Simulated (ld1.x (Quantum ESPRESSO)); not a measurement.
# What one change does to a pseudopotential (phosphorus, TM semilocal)

```
Element                 : phosphorus
Generator               : ld1.x (Quantum ESPRESSO) 7.5
Type                    : norm-conserving Troullier–Martins (semilocal form)
Functional              : PBE
Relativity              : scalar-relativistic
Frozen core             : [Ne]
Valence charge          : 5
Reference configuration : 3s1 3p4
Partial waves           : 3s (bound): rc 1.50 bohr; 3p (bound): rc 1.50 bohr; 3d channel at -0.05 Ry: rc 1.30 bohr
Local potential         : the d channel
Core correction         : none
```

All-electron outer shells of the reference configuration (PBE, scalar-relativistic, ld1.x):

```json
{"shell": "2s", "level (eV)": "-175.53", "outermost node (bohr)": "0.14", "outermost maximum (bohr)": "0.42"}
{"shell": "2p", "level (eV)": "-126.02", "outermost node (bohr)": "–", "outermost maximum (bohr)": "0.36"}
{"shell": "3s", "level (eV)": "-14.68", "outermost node (bohr)": "0.65", "outermost maximum (bohr)": "1.58"}
{"shell": "3p", "level (eV)": "-6.07", "outermost node (bohr)": "0.64", "outermost maximum (bohr)": "1.81"}
```

Change: all radii scaled by about 0.81 (s 1.22, p 1.22, d 1.06 bohr).

Cutoffs: the cutoffs (Ry, on a coarse ladder) from which the occupation-weighted sum of valence levels, in a spherical-Bessel basis at the reference potential, stays within 10 and 1 mRy of its value at 400 Ry; they do not see the model core or the augmentation charge, which bear on the density cutoff. Errors are all-electron minus pseudo energies relative to the spin-unpolarised reference configuration.

Predict the effect on cutoff, ghosts and configuration errors.

The potential gets harder (18 Ry and 50 Ry → 80 Ry and 120 Ry); of the 7 tests that both files solve, the error grows in 7 and shrinks in 0 by more than 15 % and 0.3 meV (median size 1.3 → 5.0 meV); neither file shows a bound ghost. A smaller radius makes the pseudo-wave follow the all-electron one further in, where it bends more sharply, so more plane waves are needed. That the errors move this way runs against the usual rule that smaller radii transfer better. A semilocal file is local in each channel, so a ghost entry of none says nothing of the separable form that plane-wave codes build from it.

| quantity | base | changed |
| --- | --- | --- |
| cutoff, loose | 18 Ry | 80 Ry |
| cutoff, tight | 50 Ry | 120 Ry |
| loose cutoff by channel (10 mRy a level) | s 18 Ry, p 8 Ry | s 40 Ry, p 60 Ry |
| bound ghosts | none | none |
| error for 3s2 3p3, meV [ΔE -8.53 eV] | +1.2 | +5.0 |
| error for 3s2 3p2, meV [ΔE 1.20 eV] | -1.4 | +4.2 |
| error for 3s2 3p1, meV [ΔE 20.34 eV] | +1.3 | +12 |
| error for 3s2 3p0, meV [ΔE 50.08 eV] | +27 | +37 |
| error for 3s2 3p3.3, meV [ΔE -9.84 eV] | +1.9 | +5.7 |
| error for 3s1 3p3, meV [ΔE 10.32 eV] | +1.0 | +2.8 |
| error for 3s2 3p2.5, meV [ΔE -4.76 eV] | -0.2 | +4.0 |
